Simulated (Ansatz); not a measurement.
The cluster K₁₆⁻, relaxed as a doublet with UKS r2SCAN/def2-SVP in Ansatz, starting from the GFN1-xTB geometry. Force threshold 0.03 eV/Å.

The charge -1 doublet is spin-contaminated (final ⟨S²⟩ up to 2.30, 0.75 for a pure state). The structure comes from a short search, and lower isomers may exist.

Start:

```tsv
atom	x (Å)	y (Å)	z (Å)
K1	-4.4085	0.0502	-0.3865
K2	-2.2876	-3.3540	-2.6305
K3	0.5639	4.4153	0.7630
K4	-2.9248	2.8406	2.3344
K5	1.4823	2.5307	-3.1934
K6	-2.4035	0.4946	-4.0831
K7	4.1007	2.5430	0.3871
K8	1.0740	-1.6037	-4.3669
K9	4.1840	-0.9930	-1.8418
K10	1.4767	-4.0183	-0.6006
K11	0.9415	-3.6502	3.6078
K12	1.4724	1.9251	3.9803
K13	-2.6121	-3.3571	1.3626
K14	-1.7322	-0.5412	4.1518
K15	-2.5959	3.8056	-1.7972
K16	3.6691	-1.0879	2.3129
```

```
step   energy (eV)  largest force component (eV/Å)  SCF passes
   1  -261149.3526                           0.274         162
   2  -261149.5873                           0.228         102
   3  -261149.8977                           0.144          97
   4  -261150.0678                           0.074          89
   5  -261150.1529                           0.037          88
   6  -261150.2049                           0.043          78
   7  -261150.2524                           0.044          87
   8  -261150.3005                           0.047          84
   9  -261150.3475                           0.053          97
  10  -261150.3906                           0.060         100
  11  -261150.4297                           0.065         100
  12  -261150.4620                           0.065         183
  13  -261150.4963                           0.055         110
  14  -261150.5247                           0.041          95
  15  -261150.5501                           0.038          97
  16  -261150.5727                           0.037          98
  17  -261150.5906                           0.027          95
  18  -261150.6028                           0.014          77
  19  -261150.6085                           0.016          94
  20  -261150.6111                           0.014          82
```

Force components are those of the run's own axes.

End:

Cartesian coordinates in Å:
```
K -3.681 -0.299 -0.460
K -2.877 -3.726 -3.303
K 0.870 5.771 0.231
K -2.567 3.435 2.296
K 0.581 1.284 -0.674
K -2.926 0.639 -4.848
K 4.683 3.003 0.547
K 0.980 -1.548 -4.534
K 4.623 -1.015 -1.690
K 0.829 -3.319 -0.447
K 1.049 -4.894 3.800
K 1.658 2.989 3.865
K -3.026 -4.641 1.298
K -0.938 -0.827 3.255
K -2.903 4.172 -2.102
K 3.644 -1.024 2.766
```

Bonds lost: K5–K6 (atoms count from 1). Bonds formed: K1–K5, K1–K14, K4–K5, K5–K10, K5–K14, K10–K14, K14–K16 (atoms count from 1). Metal–metal contacts that move far: K11–K16 3.96 to 4.77 Å, K13–K14 4.06 to 4.77 Å, K3–K7 4.02 to 4.72 Å, K2–K13 4.01 to 4.69 Å, K3–K15 4.11 to 4.72 Å, K1–K4 4.17 to 4.77 Å.

The force fell under the threshold at step 17, but the optimiser went on and released 0.021 eV more. No frequencies were taken in this run, so the end may be a saddle point.

Run time 4.7 min (2 threads of AMD EPYC 7R13 on a shared host and a share (18 GiB) of an NVIDIA H100 80GB HBM3), peak host memory 1.4 GiB.
